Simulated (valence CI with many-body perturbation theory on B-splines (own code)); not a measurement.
# Energy levels of Er46+

Computed by relativistic CI+MBPT: four valence electrons over a frozen Dirac-Fock core [Ar], radial functions for each j: 7 s, 7 p, 8 d, 6 f, 4 g, 1 h, with the one-electron correlation potential Σ1 (screened to all orders), the two-electron term Σ2, the three-electron term Σ3, Breit, model QED; selected single and double excitations, second order for the rest, scaled by the run's own slope (own B-spline code, finite nucleus).

No measured spectrum was set against this ion. As an estimate, large intervals hold to a few tenths of a per cent, small ones and those within an open d or f shell to about a per cent. Only levels of the ground parity were solved; by the run's estimate the other parity begins above the list, which can be wrong where configurations are misplaced.

Levels 1 to 31 of 31, with energies above the lowest level, (3d3/2^4) J=0. "Leading %" is the weight of the configuration and term that name the level; weights of strongly mixed levels are sums over their largest components and can fall short, so below about 35 % the name and the second component can differ from the true leading terms, or belong to a minority configuration. In the jj column 3d3/2^4 stands for four electrons in 3d with j = 3/2. Lifetimes count E1, E2, E3, M1 and M2 decay at the calculated energies, and are blank where another channel may lead or the interval is too uncertain; long ones can be off by a factor of two.

| No. | Configuration | Term | J | E (cm⁻¹) | Leading % | Lifetime | Second component | Leading jj |
| --- | --- | --- | --- | --- | --- | --- | --- | --- |
| 1 | 3d⁴ | ³P | 0 | 0 | 59 |  | 28 % 3d⁴ ⁵D | 3d3/2^4 (98 %) |
| 2 | 3d⁴ | ⁵D | 1 | 328200 | 60 | 1.11 μs | 40 % 3d⁴ ³P | 3d3/2^3 3d5/2 (98 %) |
| 3 | 3d⁴ | ³F | 4 | 416440 | 29 |  | 23 % 3d⁴ ³H | 3d3/2^3 3d5/2 (98 %) |
| 4 | 3d⁴ | ⁵D | 2 | 430320 | 41 | 51.2 μs | 16 % 3d⁴ ³F | 3d3/2^3 3d5/2 (90 %) |
| 5 | 3d⁴ | ³F | 3 | 457200 | 30 |  | 22 % 3d⁴ ⁵D | 3d3/2^3 3d5/2 (93 %) |
| 6 | 3d⁴ | ⁵D | 0 | 720180 | 66 | 406 ns | 22 % 3d⁴ ¹S | 3d3/2^2 3d5/2^2 (98 %) |
| 7 | 3d⁴ | ⁵D | 2 | 730970 | 47 | 606 ns | 19 % 3d⁴ ³F | 3d3/2^2 3d5/2^2 (92 %) |
| 8 | 3d⁴ | ³H | 4 | 741140 | 40 | 1.08 μs | 38 % 3d⁴ ⁵D | 3d3/2^2 3d5/2^2 (97 %) |
| 9 | 3d⁴ | ⁵D | 3 | 755740 | 48 | 1.09 μs | 35 % 3d⁴ ³G | 3d3/2^2 3d5/2^2 (91 %) |
| 10 | 3d⁴ | ³H | 5 | 785220 | 67 | 2.13 μs | 33 % 3d⁴ ³G | 3d3/2^2 3d5/2^2 (100 %) |
| 11 | 3d⁴ | ¹I | 6 | 806600 | 51 | 10.7 ms | 49 % 3d⁴ ³H | 3d3/2^2 3d5/2^2 (99 %) |
| 12 | 3d⁴ | ³P | 1 | 816390 | 43 | 987 ns | 39 % 3d⁴ ³D | 3d3/2^2 3d5/2^2 (95 %) |
| 13 | 3d⁴ | ³G | 4 | 845380 | 56 | 5.32 μs | 38 % 3d⁴ ¹G | 3d3/2^2 3d5/2^2 (98 %) |
| 14 | 3d⁴ | ³F | 3 | 845460 | 44 | 1.49 μs | 26 % 3d⁴ ³D | 3d3/2^2 3d5/2^2 (96 %) |
| 15 | 3d⁴ | ³D | 2 | 858150 | 33 | 3.52 μs | 31 % 3d⁴ ³F | 3d3/2^2 3d5/2^2 (96 %) |
| 16 | 3d⁴ | ³F | 2 | 947940 | 49 | 725 ns | 29 % 3d⁴ ³P | 3d3/2^2 3d5/2^2 (95 %) |
| 17 | 3d⁴ | ³F | 4 | 984940 | 65 | 2.40 μs | 24 % 3d⁴ ¹G | 3d3/2^2 3d5/2^2 (93 %) |
| 18 | 3d⁴ | ³P | 2 | 1071600 | 37 | 8.69 μs | 36 % 3d⁴ ¹D | 3d3/2^2 3d5/2^2 (91 %) |
| 19 | 3d⁴ | ⁵D | 4 | 1140200 | 33 | 475 ns | 24 % 3d⁴ ³H | 3d3/2 3d5/2^3 (92 %) |
| 20 | 3d⁴ | ³F | 3 | 1148000 | 44 | 419 ns | 27 % 3d⁴ ⁵D | 3d3/2 3d5/2^3 (96 %) |
| 21 | 3d⁴ | ³P | 0 | 1165800 | 62 | 1.34 μs | 38 % 3d⁴ ¹S | 3d3/2^2 3d5/2^2 (67 %) |
| 22 | 3d⁴ | ³D | 1 | 1184900 | 53 | 328 ns | 27 % 3d⁴ ³P | 3d3/2 3d5/2^3 (96 %) |
| 23 | 3d⁴ | ³G | 5 | 1189200 | 67 | 859 ns | 33 % 3d⁴ ³H | 3d3/2 3d5/2^3 (100 %) |
| 24 | 3d⁴ | ³H | 6 | 1195200 | 51 | 1.01 μs | 49 % 3d⁴ ¹I | 3d3/2 3d5/2^3 (99 %) |
| 25 | 3d⁴ | ³F | 2 | 1250600 | 48 | 501 ns | 39 % 3d⁴ ³P | 3d3/2 3d5/2^3 (93 %) |
| 26 | 3d⁴ | ³D | 3 | 1265200 | 37 | 699 ns | 34 % 3d⁴ ¹F | 3d3/2 3d5/2^3 (98 %) |
| 27 | 3d⁴ | ¹S | 0 | 1334600 | 78 | 1.04 μs | 17 % 3d⁴ ³P | 3d3/2 3d5/2^3 (61 %) |
| 28 | 3d⁴ | ³F | 3 | 1371800 | 65 | 833 ns | 31 % 3d⁴ ¹F | 3d3/2 3d5/2^3 (100 %) |
| 29 | 3d⁴ | ³P | 1 | 1375700 | 90 | 558 ns | 8 % 3d⁴ ³D | 3d3/2 3d5/2^3 (98 %) |
| 30 | 3d⁴ | ¹G | 4 | 1379400 | 68 | 663 ns | 22 % 3d⁴ ³F | 3d3/2 3d5/2^3 (96 %) |
| 31 | 3d⁴ | ¹D | 2 | 1409900 | 65 | 769 ns | 25 % 3d⁴ ³P | 3d3/2 3d5/2^3 (84 %) |

The ionisation energy to 3d³ ⁴F3/2 of the next ion comes out as 3916.9 eV (NIST: 3916 ± 4 eV (theoretical)). All 31 levels together are meant to be complete up to 1466600 cm⁻¹.
